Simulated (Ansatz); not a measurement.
`C=C[O][SbH][F]` and `C=CO[SiH2]F` differ in one atom or group.

Ansatz, PBE0-D4/def2-TZVP geometries, multiplicity 1. Each molecule was computed in one conformer, which needn't be the lowest.

Elements past krypton have def2 core potentials.

| property | `C=C[O][SbH][F]` |
| --- | --- |
| HOMO energy (PBE/def2-TZVPP) / eV | -5.71 |
| size of the dipole moment (ωB97M-V/def2-TZVPP) / D | 2.65 |
| HOMO–LUMO gap (ωB97M-V/def2-TZVPP) / eV | 9.35 |
| LUMO energy (B3LYP/def2-TZVPP) / eV | -1.75 |
| HOMO–LUMO gap (B3LYP/def2-TZVPP) / eV | 4.88 |
| HOMO–LUMO gap (PBE/def2-TZVPP) / eV | 3.44 |

Problem. Give the same properties after the change, and the shifts. (Estimate.)

Solution. Computed: 
```csv
property,`C=CO[SiH2]F`,shift
HOMO energy (PBE/def2-TZVPP) / eV,-6.08,-0.37
size of the dipole moment (ωB97M-V/def2-TZVPP) / D,1.27,-1.38
HOMO–LUMO gap (ωB97M-V/def2-TZVPP) / eV,11.69,2.34
LUMO energy (B3LYP/def2-TZVPP) / eV,0.02,1.77
HOMO–LUMO gap (B3LYP/def2-TZVPP) / eV,7.05,2.17
HOMO–LUMO gap (PBE/def2-TZVPP) / eV,5.33,1.89
```

With PBE0 the HOMO falls by 0.40 eV and the LUMO rises by 1.77 eV, so the gap widens by about 2.17 eV. PBE moves the HOMO by -0.37 eV and ωB97M-V by -0.44 eV. Dipoles are sizes alone; their direction can turn.

B3LYP here is the variant with VWN-RPA as its local correlation; programs differ in this.

Spin–orbit coupling is left out; it splits and shifts lone-pair levels of the heavy atoms by tenths of an eV.
